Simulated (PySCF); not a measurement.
Species: C4H8F2O2Si.
Z-matrix (Å and degrees, PBE0-D3(BJ)/def2-SVP geometry), rows numbered from 1:
```
F 
C   1  1.3585
F   2  1.3494  1  107.77
C   2  1.5217  1  110.45  3   120.42
C   4  1.5300  2  113.88  1   -65.05
C   5  1.5243  4  114.86  2    70.92
O   6  1.4117  5  111.83  4    55.48
Si  7  1.6580  6  121.65  5   -44.58
O   4  1.4042  2  108.33  1    61.63
H   2  1.1033  1  107.67  3  -117.55
H   4  1.1041  2  105.48  1   176.61
H   5  1.1020  4  107.11  2  -168.30
H   5  1.1008  4  108.96  2   -52.66
H   6  1.1016  5  109.23  4   174.36
H   6  1.1033  5  110.65  4   -67.84
H   8  1.4839  7  109.03  6   145.15
H   8  1.4895  7  112.30  6   -92.29
```

The closed-shell ground state was solved at several levels (PySCF, density fitting, gas phase, non-relativistic).

```csv
level,basis functions,HOMO (eV),LUMO (eV),gap (eV),dipole (D)
CAM-B3LYP/def2-SVPD,260,-9.43,1.06,10.49,1.47
PBE0/pcSseg-1,200,-7.97,0.76,8.73,1.48
```

(1) What might KT3/pcSseg-1 (200 basis functions) give for the same quantities?

(2) Over all these levels, which gives the widest orbital gap and which the narrowest?

(3) How far do the dipole and the HOMO energy spread over the levels?

## Answers

(1) HOMO -6.63 eV, LUMO -0.27 eV, gap 6.36 eV, dipole 1.34 D.

(2) CAM-B3LYP/def2-SVPD (range-separated hybrid) has the widest, 10.49 eV, and KT3/pcSseg-1 (GGA) the narrowest, 6.36 eV. Functional and basis both differ between the two, so the spread mixes both effects.

(3) The dipole runs from 1.34 to 1.48 D (mean 1.43 D) and the HOMO from -9.43 to -6.63 eV.

One conformer stands for the species.
